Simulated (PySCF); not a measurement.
Can point charges reproduce the dipole moment of `CC(=S)[C@@H]([SiH3])C[SiH3]`?

Coordinates (PBE0-D3(BJ)/def2-SVP, Å) and charges (e) from the PBE0/pcSseg-1 density (PySCF):

| atom | x | y | z | Mulliken | IAO | Hirshfeld | ESP-fitted |
| --- | --- | --- | --- | --- | --- | --- | --- |
| C1 | -2.407 | 1.359 | -0.041 | -0.1578 | -0.4238 | -0.1173 | -0.3781 |
| C2 | -1.280 | 0.747 | -0.816 | -0.3369 | -0.0177 | +0.0571 | +0.0925 |
| S3 | -1.385 | 0.478 | -2.424 | -0.0579 | -0.1182 | -0.1186 | -0.2296 |
| C4 | -0.069 | 0.385 | -0.012 | -0.4749 | -0.3614 | -0.1036 | +0.0720 |
| Si5 | -0.350 | -1.426 | 0.567 | +0.4944 | +0.5867 | +0.3096 | +0.2740 |
| C6 | 1.265 | 0.532 | -0.749 | -0.4558 | -0.5295 | -0.1595 | -0.2289 |
| Si7 | 2.838 | 0.125 | 0.216 | +0.4631 | +0.5759 | +0.3076 | +0.3751 |
| H8 | -3.327 | 1.398 | -0.635 | +0.1434 | +0.1656 | +0.0463 | +0.1110 |
| H9 | -2.123 | 2.388 | 0.243 | +0.1490 | +0.1639 | +0.0568 | +0.1479 |
| H10 | -2.588 | 0.812 | 0.899 | +0.1325 | +0.1501 | +0.0492 | +0.1252 |
| H11 | -0.069 | 0.983 | 0.919 | +0.1586 | +0.1435 | +0.0420 | +0.0349 |
| H12 | -0.030 | -2.342 | -0.565 | -0.0399 | -0.0968 | -0.0667 | -0.0584 |
| H13 | -1.769 | -1.611 | 0.993 | -0.0701 | -0.1064 | -0.0720 | -0.0656 |
| H14 | 0.542 | -1.717 | 1.731 | -0.0576 | -0.1075 | -0.0706 | -0.0864 |
| H15 | 1.362 | 1.573 | -1.105 | +0.1581 | +0.1528 | +0.0387 | +0.0842 |
| H16 | 1.244 | -0.081 | -1.666 | +0.1735 | +0.1628 | +0.0310 | +0.0478 |
| H17 | 2.993 | -1.348 | 0.421 | -0.0663 | -0.1152 | -0.0763 | -0.1012 |
| H18 | 2.820 | 0.785 | 1.560 | -0.0792 | -0.1189 | -0.0802 | -0.1181 |
| H19 | 4.019 | 0.625 | -0.551 | -0.0761 | -0.1059 | -0.0743 | -0.0984 |

Problem. What dipole does each set of charges give (1 e·Å = 4.803 D), and what does the density give?

Solution. The full density gives (-0.07, 0.72, 2.26) D, 2.37 D in size; dipole vectors point from the negative to the positive end.

```tsv
scheme	μx	μy	μz	size (D)	share of the full size (%)	angle to the full dipole (°)
Mulliken	0.67	-1.09	3.07	3.32	140	39
IAO	0.63	-0.67	2.52	2.68	113	36
Hirshfeld	-0.15	0.12	1.48	1.50	63	14
ESP-fitted	-0.06	0.74	2.34	2.45	103	0
```

Problem. Which set comes closest?

Solution. Length of the difference vector: ESP-fitted 0.08 D, Hirshfeld 0.98 D, IAO 1.58 D, Mulliken 2.11 D. Closest: ESP-fitted. ESP charges are fitted to the potential around the molecule, whose slowest-falling term is the dipole's. 

Problem. What is left for the Hirshfeld atoms' own dipoles?

Solution. The shares of the density sum to the whole, so what Σ q r misses lies in dipoles about the nuclei. The atomic dipoles sum to (-0.07, 0.72, 2.26) − (-0.15, 0.12, 1.48) = (0.08, 0.60, 0.78) D, 0.98 D in size.

Problem. With the origin at the mean of the coordinates, (0.089, 0.193, -0.053) Å, which are the largest single terms, by size, of the Hirshfeld dipole along the direction of the full one?

Solution. S3 +1.21, H18 -0.63, C6 +0.46, H12 +0.40, H14 -0.38 D; all 19 atoms together +1.45 D. The single terms depend on the origin, their sum doesn't.

Problem. Give the size of the full dipole in other units.

Solution. 2.37 D = 0.934 au = 0.494 e·Å = 7.92 × 10⁻³⁰ C·m.

One conformer (not necessarily the lowest) at the PBE0-D3(BJ)/def2-SVP geometry, without solvent, vibrations or thermal averaging.

Conformer computed: `[CH3:1][C:2](=[S:3])[C@@H:4]([SiH3:5])[CH2:6][SiH3:7]`: C1–C2–C4–Si5 90°, C2–C4–C6–Si7 179°.
